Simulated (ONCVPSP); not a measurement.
**Ni (Z = 28), ONCV: configuration errors across variants**

* Element: Ni
* Generator: ONCVPSP 4.0.1
* Type: optimised norm-conserving Vanderbilt (ONCV)
* Functional: PBE
* Relativity: scalar-relativistic
* Frozen core: [Ne] 3s2
* Valence charge: 16
* Reference configuration: 3p6 3d8 4s1.5 (charge +0.5)
* Partial waves: 4s: rc 1.90 bohr, ncon 4, nbas 7, qcut 3.3 1/bohr, 2 projectors, debl 1.9 Ha; 3p: rc 0.90 bohr, ncon 4, nbas 7, qcut 17.6 1/bohr, 3 projectors, debl 1.8 Ha; 3d: rc 0.85 bohr, ncon 4, nbas 9, qcut 19.6 1/bohr, 2 projectors, debl 4 Ha
* Local potential: polynomial inside 0.85 bohr (lpopt 5, dvloc0 2 Ha)
* Core correction: Teter function, parameters optimised by the program

In the p channel the program set the typed energies aside and used -2.784, 0.250, 2.050 Ha.

All-electron excitation energies from the reference (eV): (1) 3p6 3d8 4s2 -3.718; (2) 3p6 3d8 4s1 5.605; (3) 3p6 3d8 4s0 22.956; (4) 3p6 3d7 4s0 60.423.

4 further variants failed, have other tests or another functional or relativity, and are left out.

A true bound ghost makes a file unfit for plane-wave use even where its test errors are small: the radial tests pick states by their node count and pass the ghost by.

Errors AE − PS in meV (a dash: test not solved or not reliable):

```csv
change,(1),(2),(3),(4),bound ghosts,GHOST(+) flags above zero
base,-0.8,-2.4,-23,+95,s,none
p: qcut 24.8,-0.8,-2.4,-23,+94,s,p
"local potential polynomial inside 0.55 bohr (lpopt 3, dvloc0 2 Ha)",-0.8,-2.4,-22,+94,s,none
d: debl 0.75,-0.8,-2.4,-23,+95,s,none
d: nbas 7,-0.8,-2.4,-23,+95,s,none
```

Q: Give the same row for: s: nproj 1.

A: -0.4, -2.0, -22, –; bound ghosts: s; GHOST(+) flags above zero: none.
